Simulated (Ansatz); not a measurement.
Consider the cleavage of the Al–B bond: `C[Se][BH][AlH2]` + `[OH][GaH2]` → `[AlH2][O][GaH2]` + `B[Se]C`.

Computed with Ansatz on PBE0-D4/def2-TZVP structures; ΔE is electronic, products minus reactants. CBS: MP2 limit from def2 TZ/QZ plus the TZ coupled-cluster correction, frozen cores. Functionals use def2-TZVPP. B3LYP here is the variant with VWN-RPA as its local correlation; programs differ in this. For Ga, Se outer-core shells are correlated without core-valence functions, which leaves a few kJ/mol of doubt a bond. Scalar relativity is left out up to krypton. One conformer a species, not always the lowest.

```
          level  ΔE (kcal/mol)  difference from CCSD(T)/CBS
      r2SCAN-D4          -40.4                          0.4
       B3LYP-D4          -41.6                         -0.8
        ωB97X-V          -41.0                         -0.2
        ωB97M-V          -41.7                         -0.9
         B2PLYP          -43.3                         -2.5
  HF/def2-TZVPP          -47.0                         -6.2
 MP2/def2-TZVPP          -43.5                         -2.7
CCSD/def2-TZVPP          -42.2                         -1.4
  MP2/CBS(def2)          -42.9                         -2.1
 CCSD/CBS(def2)          -41.6                         -0.8
    CCSD(T)/CBS          -40.8                            0
```

Largest T1 diagnostic among the species: 0.015.

From PBE to PBE0 (25 % exact exchange), in def2-TZVPP and without D4, ΔE moves by −1.7 kcal/mol. The D4 term adds +0.8 kcal/mol with B3LYP and +0.5 kcal/mol with PBE0; it sums over pairs of atoms, weighted by their polarisabilities, and B3LYP, whose exchange is more repulsive, gets the larger term. In def2-TZVPP, CCSD(T) changes the Hartree–Fock value by +5.6 kcal/mol (the triples alone add +0.8 kcal/mol) and MP2 by +3.5 kcal/mol.
